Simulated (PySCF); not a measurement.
Radial density of As²⁺ (arsenic, charge +2)

B3LYP, [Ar] 3d10 4s1 4p2, high-spin 4P determinant (an excited configuration). Calculation: PySCF 2.14, in aug-cc-pVQZ-DK; the spin-free X2C one-electron Hamiltonian (Gaussian nucleus).

| r (bohr) | 4πr²ρ (e/bohr) | 4πr²(ρα − ρβ) |
| --- | --- | --- |
| 0.000983 | 0.4829 | 0.0004 |
| 0.00165 | 1.179 | 0.0009 |
| 0.00278 | 2.805 | 0.0021 |
| 0.00468 | 6.395 | 0.0048 |
| 0.00787 | 13.53 | 0.0101 |
| 0.0132 | 25.15 | 0.0183 |
| 0.0223 | 37.50 | 0.0257 |
| 0.0374 | 39.83 | 0.0273 |
| 0.0630 | 32.94 | 0.0491 |
| 0.106 | 41.87 | 0.1234 |
| 0.178 | 43.62 | 0.0417 |
| 0.300 | 24.39 | 0.0643 |
| 0.504 | 30.90 | 0.2842 |
| 0.848 | 14.10 | 0.0792 |
| 1.43 | 3.132 | 1.6734 |
| 2.40 | 1.201 | 1.1669 |
| 4.04 | 0.08278 | 0.0828 |
| 6.79 | 0.0001973 | 0.0002 |

Densities and radii are taken from the X2C orbitals without a picture-change correction, which distorts them close to the nucleus.
